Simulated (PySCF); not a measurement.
PySCF input (HF/def2-TZVPD):

```python
from pyscf import gto, scf, dft

mol = gto.M(
    atom='''
    O     1.51949972   -0.19014631    0.06236824
    C     0.32979912   -0.04127022    0.01353669
    C    -1.00244061   -0.54943688   -0.04873661
    C    -0.83702727    0.77962319   -0.02676480
    H    -1.73980978   -1.33933751   -0.08892498
    H    -1.35817539    1.72701145   -0.03823258
    ''',
    basis='def2-tzvpd',
    charge=0,
    spin=0,
    verbose=4,
)

mf = scf.RHF(mol).density_fit(auxbasis='def2-universal-jkfit')
mf.conv_tol = 1e-9
mf.max_cycle = 100
mf.max_memory = 1500
mf.kernel()
if not mf.converged:
    mf = mf.newton()
    mf.kernel(mf.make_rdm1())
mf.analyze()
```

End of the output:

```
Extra cycle  E= -189.610215001041  delta_E= -3.64e-12  |g|= 1.52e-06  |ddm|= 1e-05
converged SCF energy = -189.610215001041
**** SCF Summaries ****
Total Energy =                        -189.610215001041411
Nuclear Repulsion Energy =              95.852984713257015
One-electron Energy =                 -447.074039664435361
Two-electron Energy =                  161.610839950136977
Two-electron Coulomb Energy =          186.085773787423562
DFT Exchange-Correlation Energy =      -24.474933837286585
HOMO-LUMO gap [eV] =                    12.320157143295276
**** MO energy ****
MO #1   energy= -20.5287953406587  occ= 2
MO #2   energy= -11.3564165126719  occ= 2
MO #3   energy= -11.2980644851966  occ= 2
MO #4   energy= -11.2964208005053  occ= 2
MO #5   energy= -1.37974864817096  occ= 2
MO #6   energy= -1.21775215529608  occ= 2
MO #7   energy= -0.821624152479565 occ= 2
MO #8   energy= -0.792474290567796 occ= 2
MO #9   energy= -0.674125300754159 occ= 2
MO #10  energy= -0.60748060424261  occ= 2
MO #11  energy= -0.582626099172014 occ= 2
MO #12  energy= -0.556826684306756 occ= 2
MO #13  energy= -0.420693644069537 occ= 2
MO #14  energy= -0.393130525341025 occ= 2
MO #15  energy= 0.0596269025327381 occ= 0
MO #16  energy= 0.082795526176195  occ= 0
MO #17  energy= 0.0858748334972335 occ= 0
MO #18  energy= 0.0916634736743495 occ= 0
MO #19  energy= 0.122491036512995  occ= 0
MO #20  energy= 0.13779660562937   occ= 0
MO #21  energy= 0.140905352294582  occ= 0
MO #22  energy= 0.155681065616253  occ= 0
MO #23  energy= 0.172566829211672  occ= 0
MO #24  energy= 0.208074782223302  occ= 0
MO #25  energy= 0.228017923648543  occ= 0
MO #26  energy= 0.244724037984565  occ= 0
MO #27  energy= 0.255254092558093  occ= 0
MO #28  energy= 0.256953501425112  occ= 0
MO #29  energy= 0.267009829107674  occ= 0
MO #30  energy= 0.274345787281013  occ= 0
MO #31  energy= 0.30518025485516   occ= 0
MO #32  energy= 0.315866819651331  occ= 0
MO #33  energy= 0.316349145352503  occ= 0
MO #34  energy= 0.322553636971781  occ= 0
MO #35  energy= 0.346888675365489  occ= 0
MO #36  energy= 0.366690568726182  occ= 0
MO #37  energy= 0.377721518221588  occ= 0
MO #38  energy= 0.381184469241648  occ= 0
MO #39  energy= 0.405030058526474  occ= 0
MO #40  energy= 0.411342726170164  occ= 0
MO #41  energy= 0.432401724749601  occ= 0
MO #42  energy= 0.433171672306296  occ= 0
MO #43  energy= 0.438146088145796  occ= 0
MO #44  energy= 0.446133074669759  occ= 0
MO #45  energy= 0.476024997719979  occ= 0
MO #46  energy= 0.479009510111411  occ= 0
MO #47  energy= 0.484381858408278  occ= 0
MO #48  energy= 0.512526440325345  occ= 0
MO #49  energy= 0.557413959783049  occ= 0
MO #50  energy= 0.576433932982303  occ= 0
MO #51  energy= 0.603936489364088  occ= 0
MO #52  energy= 0.625439033094265  occ= 0
MO #53  energy= 0.629213849142001  occ= 0
MO #54  energy= 0.636402159801531  occ= 0
MO #55  energy= 0.655065062013297  occ= 0
MO #56  energy= 0.675286042718421  occ= 0
MO #57  energy= 0.687148745638403  occ= 0
MO #58  energy= 0.692630643506045  occ= 0
MO #59  energy= 0.74140125818874   occ= 0
MO #60  energy= 0.746843201065122  occ= 0
MO #61  energy= 0.767363351381457  occ= 0
MO #62  energy= 0.788503404957857  occ= 0
MO #63  energy= 0.792501001734295  occ= 0
MO #64  energy= 0.821219227441703  occ= 0
MO #65  energy= 0.833639832654588  occ= 0
MO #66  energy= 0.848974397589602  occ= 0
MO #67  energy= 0.863161499959797  occ= 0
MO #68  energy= 0.98349849177494   occ= 0
MO #69  energy= 0.986134653791075  occ= 0
MO #70  energy= 1.01240587102712   occ= 0
MO #71  energy= 1.02168805683696   occ= 0
MO #72  energy= 1.0383547642892    occ= 0
MO #73  energy= 1.06907699382246   occ= 0
MO #74  energy= 1.11413178972803   occ= 0
MO #75  energy= 1.12229301399913   occ= 0
MO #76  energy= 1.18847513682038   occ= 0
MO #77  energy= 1.24717707253744   occ= 0
MO #78  energy= 1.32720443098232   occ= 0
MO #79  energy= 1.36481132042601   occ= 0
MO #80  energy= 1.37818898862895   occ= 0
MO #81  energy= 1.40102183618404   occ= 0
MO #82  energy= 1.42801805086798   occ= 0
MO #83  energy= 1.50249122392656   occ= 0
MO #84  energy= 1.5132061075146    occ= 0
MO #85  energy= 1.55365197071682   occ= 0
MO #86  energy= 1.60772067504598   occ= 0
MO #87  energy= 1.75907476198801   occ= 0
MO #88  energy= 1.7632262260189    occ= 0
MO #89  energy= 1.86139100274368   occ= 0
MO #90  energy= 1.9839038360186    occ= 0
MO #91  energy= 2.01843258338264   occ= 0
MO #92  energy= 2.04373511001911   occ= 0
MO #93  energy= 2.05328983521919   occ= 0
MO #94  energy= 2.06224449167908   occ= 0
MO #95  energy= 2.15239415392307   occ= 0
MO #96  energy= 2.1638625949263    occ= 0
MO #97  energy= 2.19179505440037   occ= 0
MO #98  energy= 2.20978640338049   occ= 0
MO #99  energy= 2.26300198517916   occ= 0
MO #100 energy= 2.27294317666581   occ= 0
MO #101 energy= 2.38102260221776   occ= 0
MO #102 energy= 2.44807588713882   occ= 0
MO #103 energy= 2.5357526548975    occ= 0
MO #104 energy= 2.5675015141099    occ= 0
MO #105 energy= 2.57982390044547   occ= 0
MO #106 energy= 2.62377407262928   occ= 0
MO #107 energy= 2.72688872657214   occ= 0
[...]
```
